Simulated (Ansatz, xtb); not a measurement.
## Two isomers of C6H5NOSi

We compare a, `C#C[Si@@H]1OC=C[C@H]1C#N`, a singlet, with b, `N#CC1=CC=C(C=O)[SiH2]1`, a singlet. Both are isolated molecules in the gas phase, relaxed with PBE-D3(BJ)/def2-SVP; the shapes shown needn't be the lowest conformers.

a (Å):

```yaml
atoms:
  - { symbol: C, position_ang: [-1.3434, -0.3697, 2.9472] }
  - { symbol: C, position_ang: [-1.1838, -0.1891, 1.7423] }
  - { symbol: C, position_ang: [-0.3127, -1.8004, -1.5751] }
  - { symbol: C, position_ang: [0.9097, -1.2453, -1.4185] }
  - { symbol: C, position_ang: [0.9569, -0.0029, -0.5339] }
  - { symbol: C, position_ang: [1.4517, 1.1912, -1.2081] }
  - { symbol: N, position_ang: [1.8242, 2.1594, -1.7555] }
  - { symbol: O, position_ang: [-1.4084, -1.2477, -0.9629] }
  - { symbol: Si, position_ang: [-0.9096, 0.1142, -0.0362] }
  - { symbol: H, position_ang: [-1.4878, -0.5327, 4.0082] }
  - { symbol: H, position_ang: [-1.6237, 1.3422, -0.4901] }
  - { symbol: H, position_ang: [-0.5363, -2.6980, -2.1726] }
  - { symbol: H, position_ang: [1.8132, -1.6467, -1.8971] }
  - { symbol: H, position_ang: [1.5692, -0.1692, 0.3815] }
```

b (Å):

```yaml
atoms:
  - { symbol: C, position_ang: [1.3509, -0.3657, 2.4136] }
  - { symbol: C, position_ang: [0.6538, -0.4676, 1.1879] }
  - { symbol: C, position_ang: [-0.1501, -1.5287, 0.8297] }
  - { symbol: C, position_ang: [-0.7873, -1.4494, -0.4842] }
  - { symbol: C, position_ang: [-0.5296, -0.3315, -1.2392] }
  - { symbol: C, position_ang: [-1.0767, -0.0789, -2.5737] }
  - { symbol: N, position_ang: [1.9504, -0.2345, 3.4191] }
  - { symbol: O, position_ang: [-0.8305, 0.9275, -3.2260] }
  - { symbol: Si, position_ang: [0.6320, 0.7868, -0.2568] }
  - { symbol: H, position_ang: [-0.3147, -2.3985, 1.4863] }
  - { symbol: H, position_ang: [-1.4440, -2.2662, -0.8333] }
  - { symbol: H, position_ang: [-1.7578, -0.8878, -2.9787] }
  - { symbol: H, position_ang: [0.0403, 2.1021, 0.1506] }
  - { symbol: H, position_ang: [1.9903, 0.9677, -0.8638] }
```

Energies in hartree; the thermal terms are from GFN2-xTB frequencies at re-optimised GFN2-xTB minima (ideal gas, soft modes damped towards free rotors, one conformer each, 298.15 K, 1 atm) and include the zero-point energy:

|  | a | b |
| --- | --- | --- |
| E, CCSD(T)/def2-SVP | −649.233878 | −649.240753 |
| E, MP2/def2-SVP | −649.136413 | −649.140440 |
| E, MP2/def2-TZVPP | −649.923481 | −649.912792 |
| zero-point energy | 0.089138 | 0.086773 |
| H(298 K) − E | 0.099640 | 0.097159 |
| G(298 K) − E | 0.054189 | 0.052126 |

Question: Correct the CCSD(T) difference for the basis set by the MP2 change, then work out ΔE, ΔE₀, ΔH and ΔG for a → b in kcal/mol (1 Eh = 627.51 kcal/mol) and the equilibrium ratio [b]/[a].

Answer: 1. Differences b − a: CCSD(T) −0.006875, MP2 in the small set −0.004027, MP2 in the large set +0.010689 Eh.
2. ΔE = −0.006875 + (+0.010689 − (−0.004027)) = +0.007841 Eh = +4.92 kcal/mol.
3. ΔE₀ = ΔE + ΔZPE = +0.007841 + (−0.002365) Eh = +3.44 kcal/mol.
4. ΔH = ΔE + (−0.002481) Eh = +3.36 kcal/mol.
5. ΔG = ΔE + (−0.002063) Eh = +3.63 kcal/mol, so ΔS = (ΔH − ΔG)/T = −3.7 J/(mol K).
6. kT = 0.9442 mEh, so K = [b]/[a] = exp(−ΔG/kT) = exp(−6.12) ≈ 0.0022.

The sums favour a, but ΔE leans on the basis-set step (CCSD(T) alone has the other sign or is under 1 kcal/mol), so the order isn't settled. An error of 1 kcal/mol in ΔG would change K by a factor of 5.4. The basis-set step is large, which makes the value less sure. r2SCAN-D4/def2-SVP, PBE-D3(BJ)/def2-SVP, MP2/def2-SVP, CCSD(T)/def2-SVP gave ΔE the other sign. Mirror images and further conformers aren't counted.

As drawn, b has 1 C–C, 1 C=C, 1 C=O, 1 Si–H in place of 1 C≡C, 1 O–Si, 1 C–O, 1 C–H.

Other levels gave ΔE = +8.9 (GFN2-xTB); +6.5 (HF/STO-3G, GFN2-xTB geometries); −9.9 (r2SCAN-D4/def2-SVP, GFN2-xTB geometries); −11.7 (PBE-D3(BJ)/def2-SVP); +0.9 (HF/def2-SVP); −2.5 (MP2/def2-SVP); −4.3 (CCSD(T)/def2-SVP) kcal/mol. The correlated steps freeze 13 core orbitals. Programs: Ansatz 0.2.0, xtb 6.7.1.
